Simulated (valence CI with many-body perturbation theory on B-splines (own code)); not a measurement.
**Which ion has this spectrum?**

A relativistic CI+MBPT calculation for an atom or ion with 16 electrons gives these levels (× 10³ cm⁻¹):

```csv
J,Parity,E,g
2,even,0.00,1.32
0,even,185.66,
2,odd,2198.3,1.04
1,odd,2281.5,1.08
0,odd,2282.9,
3,odd,2283.4,1.07
4,odd,3338.2,1.24
2,odd,3412.0,1.22
3,odd,3580.1,1.21
1,odd,3689.4,1.06
2,even,4492.0,0.76
0,even,4726.4,
1,even,4912.0,1.49
2,even,4998.4,1.14
```

The energies are calculated, and their last digits are not significant.

(1) Which is it?
A. Bi67+
B. Pb66+
C. Rn70+
D. Hg64+

## Answers

(1) A. Bi67+, ground level (3s^2 3p1/2^2 3p3/2^2) J=2.
